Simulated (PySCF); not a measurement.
B3LYP has the VWN-RPA correlation part, as in Gaussian. Excitations are Tamm–Dancoff values on a coarser integration grid. The basis has no diffuse functions, so Rydberg states are missing or too high.

Cartesian coordinates (Å):
```xyz
8

Si    -1.2057    -0.0715     0.0259
Ge     1.1779     0.0699    -0.0253
H     -1.6259    -1.3233     0.6983
H     -1.7484    -0.0636    -1.3529
H     -1.7669     1.0821     0.7675
H      1.7597     0.0555     1.4004
H      1.7773    -1.1188    -0.7991
H      1.6320     1.3697    -0.7146
```
Charge 0, multiplicity 1.

### Question
What S1 oscillator strength, HOMO and S1–T1 gap (TDA) does B3LYP-D3(BJ)/def2-TZVP (PySCF) give?

### Answer

The S1 oscillator strength comes out as 0.027, the HOMO comes out as -8.09 eV and the S1–T1 gap (TDA) is 0.95 eV.
